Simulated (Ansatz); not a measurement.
`CCB(C)S` + H₂ → `CBCC` + H₂S at 298.15 K and 1 bar (hydrogenolysis of a B–S bond).

Computed with Ansatz on PBE0-D4/def2-TZVP structures; ΔE is electronic, products minus reactants. CCSD(T)/CBS is the MP2 limit (def2-TZVPP, def2-QZVPP) plus CCSD(T) − MP2 in def2-TZVPP, frozen cores. This one scheme is used for every species. Each species was taken in one conformer, which may not be the lowest.

```json
{"species": "`CCB(C)S`", "CCSD(T)/CBS energy (Eh)": "-542.19731", "H − E (kJ/mol)": "327.5", "S (J/(mol·K))": "357.1"}
{"species": "H₂", "CCSD(T)/CBS energy (Eh)": "-1.17544", "H − E (kJ/mol)": "35.1", "S (J/(mol·K))": "130.4"}
{"species": "`CBCC`", "CCSD(T)/CBS energy (Eh)": "-144.37049", "H − E (kJ/mol)": "316.9", "S (J/(mol·K))": "324.8"}
{"species": "H₂S", "CCSD(T)/CBS energy (Eh)": "-398.97279", "H − E (kJ/mol)": "49.9", "S (J/(mol·K))": "205.7"}
```

H − E and S are ideal-gas, rigid-rotor, harmonic terms from PBE0-D4/def2-TZVP, for one conformer and one mirror image of each species. For small species the MP2-based limit differs from directly extrapolated CCSD(T) by up to some mEh (0.8 for H₂); such offsets cancel only in part. 1 Eh = 2625.50 kJ/mol, R = 8.31446 J/(mol·K).

Question: By hand: ΔE, ΔH, ΔS and ΔG.

Answer: ΔE = (-144.37049) + (-398.97279) − (-542.19731) − (-1.17544) = 0.02947 Eh = 77.4 kJ/mol. Δ(H − E) = 316.9 + 49.9 − 327.5 − 35.1 = 4.2, so ΔH = 81.6 kJ/mol. ΔS = 324.8 + 205.7 − 357.1 − 130.4 = 43.0 J/(mol·K). ΔG = 81.6 − 298.15 × (43.0)/1000 = 68.8 kJ/mol.

Question: By hand: the equilibrium constant, and the temperature at which ΔG would vanish if ΔH and ΔS stayed fixed.

Answer: log₁₀ K = −ΔG/(RT ln 10) = -12.1. ΔG = 0 at ΔH/ΔS = 1898 K.

ΔH outweighs TΔS. A doubt of 5 kJ/mol in ΔE shifts log₁₀ K by 0.9 here. Other conformers and mirror images would add mixing entropy, several J/(mol·K) or more a flexible species. Modes under 60 cm⁻¹, often nearly free rotors, make the harmonic entropy too high. These are equilibria of isolated gas molecules and say nothing of rates. Largest T1 diagnostic: 0.011 (customary marks: 0.02 for closed shells, 0.045 for open ones).
